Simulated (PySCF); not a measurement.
BFClBr, SMILES FB(Cl)Br.

The structure is a stationary point at TPSSh-D3(BJ)/def2-SVP.

Vertical ionisation energy (IE) and electron affinity (EA) in eV. Rows of orbital energies are one-electron estimates. Where ΔSCF, EOM or ADC give a negative EA the extra electron is unbound and the value depends on the basis.

```json
[
 {"level": "−ε(HOMO), −ε(LUMO), PBE/def2-TZVPD (PySCF)", "IE": "7.57", "EA": "2.28"},
 {"level": "ADC(2)/aug-cc-pVDZ (PySCF)", "IE": "11.06", "EA": "-0.68"}
]
```

Beyond the first one, list the lowest photoelectron lines from ADC(2)/aug-cc-pVDZ in PySCF with their pole strengths (two spins summed). (The exact figures need the calculation; the answer reports its results.)

11.50 eV (1.84), 12.36 eV (1.81), 12.82 eV (1.81), 13.10 eV (1.79), 15.97 eV (1.74).
